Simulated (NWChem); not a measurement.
Species: CdH$_{2}$S; SMILES [SH][CdH]

```xyz
4

Cd     0.0095    -0.5862     0.0000
H      0.0067    -2.2551     0.0000
S      0.0529     1.7826     0.0000
H     -1.3087     1.8688     0.0000
```
Atoms are numbered in this order, from 1.

Computed with NWChem. The geometry was optimised at PBE-D3(BJ)/def2-SVP. def2 effective core potentials on Cd; no spin-orbit coupling. Vertical excitations in the gas phase; the lowest state need not have the same character in each row.

Question: Among these, which level gives the highest value of “lowest excitation, singlet (eV)”?
A. PBE0/def2-SVP, full TDDFT
B. B3LYP/def2-SVP, full TDDFT
C. CAM-B3LYP/def2-SVP, full TDDFT
D. PBE/def2-SVP, full TDDFT

Answer: C, CAM-B3LYP/def2-SVP, full TDDFT. Values: PBE/def2-SVP, full TDDFT 4.30; B3LYP/def2-SVP, full TDDFT 4.61; PBE0/def2-SVP, full TDDFT 4.88; CAM-B3LYP/def2-SVP, full TDDFT 5.04
